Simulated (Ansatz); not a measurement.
**Which is lower?**

The two ends of one reaction step of SiH5BrO, singlet (PBE0-D4/def2-TZVP).

A:

```
8
angstrom
Si -0.6934 0.9182 -0.2176
Br 2.3864 -2.3470 -0.4705
H -2.1464 0.7078 -0.4446
H -0.5051 2.1806 0.5427
H 0.0364 0.9659 -1.5022
H 1.3316 -1.4889 0.0049
O -0.0363 -0.3663 0.6066
H -0.3734 -0.5703 1.4806
```

B:

```xyz
8
angstrom
Si -0.7033 0.3157 -0.9966
Br -0.0043 -1.8089 -1.0185
H -1.5708 0.4676 -2.1892
H -1.4897 0.5418 0.2337
H 0.4713 1.2039 -1.0933
H 1.3854 -0.7279 1.1407
O 1.1953 0.1162 1.5611
H 0.7162 -0.1086 2.3621
```

Computed with Ansatz 0.2.0 (basis: def2-TZVPP); correlated methods freeze the cores. Filled d shells of the heavier atoms are correlated. The def2 sets are not built for correlating such inner shells, so the correlated values are less sure here. B3LYP uses VWN-RPA correlation.

Question: Which structure is lower at CCSD(T), and by how much? (To be estimated.)

Answer: Computed: A, by 0.30 kcal/mol (electronic energy, against the other); a gap this small isn't resolved in one triple-zeta basis. By their contacts, A is a complex of SiH₄O ([OH][SiH3]) + HBr and B is a complex of SiH₃Br ([SiH3][Br]) + H₂O.

Question: Do the other methods give the same order? (Judge from chemistry; the calculation decides.)

Answer: By the calculation: Not all: PBE-D4, r2SCAN-D4, PBE0-D4, r2SCAN0-D4, wB97X-V, wB97M-V, PBE-QIDH, MP2 give the other order.

| method | E(B) − E(A) (kcal/mol) |
| --- | --- |
| SPW92 | 0.84 |
| PBE-D4 | -1.44 |
| BLYP-D4 | 0.94 |
| r2SCAN-D4 | -0.41 |
| B97M-V | 0.36 |
| PBE0-D4 | -1.63 |
| B3LYP-D4 | 0.68 |
| r2SCAN0-D4 | -0.84 |
| BHLYP-D4 | 0.46 |
| CAM-B3LYP-D4 | 1.92 |
| wB97X-V | -0.45 |
| wB97M-V | -0.91 |
| B2PLYP | 1.11 |
| PBE-QIDH | -0.90 |
| RPA on PBE | 0.82 |
| HF | 0.87 |
| MP2 | -0.01 |
| CCSD | 0.40 |
| CCSD(T) | 0.30 |

No T1 diagnostic of these runs exceeds 0.009.

Labels in which every atom is bracketed show which atoms are joined, not bond orders.

For scale, one of the runs: CCSD(T)/def2-TZVPP, 191 basis functions, launched by `ansatz run in.yaml --threads 4 --pin off --events-out ev --progress --plain --max-ram 9574MiB`. Time: 49 s of wall clock on 4 CPU threads of an Arm Neoverse V2; the host was shared. Peak host memory: 2.1 GiB.
